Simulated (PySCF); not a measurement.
CH4BrInO, SMILES [In]([Br])([CH3])[OH]. Coordinates come from a PBE-D3(BJ)/def2-SVP optimisation. The def2 effective core potentials stand for the cores of In; spin–orbit coupling is left out. Other conformers were not sampled.

Computed equilibrium geometry at PBE-D3(BJ)/def2-SVP (PySCF confirms it by a frequency run) as Cartesian coordinates in Å (one conformer of several):
```xyz
8

In    -0.6019     0.0064     0.3516
Br     1.5890    -0.0260    -0.9089
C     -0.9967    -1.1830     2.1062
H     -1.1911    -2.2232     1.7834
H     -1.8823    -0.7738     2.6259
H     -0.1090    -1.1564     2.7644
O     -1.9295     1.2706    -0.4932
H     -1.5235     1.6862    -1.2795
```
Charge 0, spin multiplicity 1.
